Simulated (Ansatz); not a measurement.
**Ligand exchange: C3H6Cl2 + C2H4Sn → C3H7Cl + C2H3ClSn**

Species: C3H6Cl2 (2,2-dichloropropane) `CC(C)(Cl)Cl`, singlet; C2H4Sn `C#[C][SnH3]`, singlet; C3H7Cl (2-chloropropane) `CC(C)Cl`, singlet; C2H3ClSn `C#[C][SnH2][Cl]`, singlet. The partners trade Cl for H: C–Cl and Sn–H bonds give way to C–H and Sn–Cl.

Shapes, held fixed at every level: PBE0-D4/def2-TZVP. Programs: Ansatz 0.2.0. Electronic energies: no zero-point or thermal term.

(1) Estimate ΔE of this reaction.

Results:

(1) The highest level, CCSD(T)/def2-TZVPP, gives ΔE = -146.2 kJ/mol; the levels span -176.8 to -146.2. The column of differences is taken from that level and isn't an error. No measured value is set beside it here. For atoms past krypton def2 sets carry core potentials with scalar relativity. Correlated rows may include outer-core shells of Sn, which these sets cover unevenly.

```tsv
level	kind	ΔE (kJ/mol)	less CCSD(T)/def2-TZVPP
HF/def2-TZVPP	Hartree–Fock	-176.8	-30.6
r2SCAN-D4/def2-TZVPP	meta-GGA	-150.2	-4.0
B3LYP-D4/def2-TZVPP	global hybrid	-152.9	-6.7
BHLYP-D4/def2-TZVPP	global hybrid	-161.5	-15.3
PBE0-D4/def2-TZVPP	global hybrid	-150.0	-3.8
wB97M-V/def2-TZVPP	range-separated hybrid	-148.5	-2.3
wB97X-V/def2-TZVPP	range-separated hybrid	-149.7	-3.5
CCSD(T)/def2-TZVPP	coupled cluster or CI	-146.2	0.0
```
